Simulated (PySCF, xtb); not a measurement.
Ga(H)(Br)(OMe) (CH4BrGaO), SMILES C[O][GaH][Br]. Other conformers were not sampled.

Harmonic wavenumbers (cm⁻¹) from GFN2-xTB run with xtb 6.7.1 at its own minimum, in rising order: 57, 70, 153, 166, 290, 299, 453, 504, 1093, 1130, 1132, 1410, 1472, 1474, 1863, 2947, 2956, 2963.

Q: What does PBE-D3(BJ)/def2-SVP (PySCF) give at its own minimum? (Estimate from the structure and the level; the computed values follow.)

A: 91, 99, 139, 263, 296, 420, 559, 600, 1095, 1134, 1155, 1416, 1418, 1421, 1995, 2919, 3003, 3008. Paired by order, the mean absolute difference is 50 cm⁻¹ and the zero-point energies are 29.2 and 30.1 kcal/mol.
